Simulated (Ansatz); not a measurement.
One change: `C[CH2][InH][Cl]` becomes `C[CH2][InH][NH2]`.

Ansatz, PBE0-D4/def2-TZVP geometries, multiplicity 1. Each molecule was computed in one conformer, which needn't be the lowest.

Elements past krypton have def2 core potentials.

```csv
property,`C[CH2][InH][Cl]`
HOMO–LUMO gap (PBE0/def2-TZVPP) / eV,6.05
HOMO–LUMO gap (B3LYP/def2-TZVPP) / eV,5.56
zero-point energy (PBE0-D4/def2-TZVP) / kJ/mol,188.0
HOMO–LUMO gap (PBE/def2-TZVPP) / eV,4.15
HOMO–LUMO gap (ωB97M-V/def2-TZVPP) / eV,9.65
HOMO energy (PBE0/def2-TZVPP) / eV,-7.61
```

(1) What does the change do to each property? (Estimate.)

Answers

(1) Ansatz gave: 
```csv
property,`C[CH2][InH][NH2]`,shift
HOMO–LUMO gap (PBE0/def2-TZVPP) / eV,5.97,-0.08
HOMO–LUMO gap (B3LYP/def2-TZVPP) / eV,5.49,-0.07
zero-point energy (PBE0-D4/def2-TZVP) / kJ/mol,249.7,61.7
HOMO–LUMO gap (PBE/def2-TZVPP) / eV,4.00,-0.15
HOMO–LUMO gap (ωB97M-V/def2-TZVPP) / eV,9.71,0.06
HOMO energy (PBE0/def2-TZVPP) / eV,-6.70,0.91
```

With PBE0 the HOMO rises by 0.91 eV and the LUMO rises by 0.84 eV, so the gap narrows by about 0.07 eV. PBE moves the HOMO by 1.01 eV and ωB97M-V by 0.66 eV. The zero-point energy changes by 61.7 kJ/mol with +6 modes.

Positive LUMOs are unbound, so they and the gaps depend on the basis.

B3LYP here is the variant with VWN-RPA as its local correlation; programs differ in this.
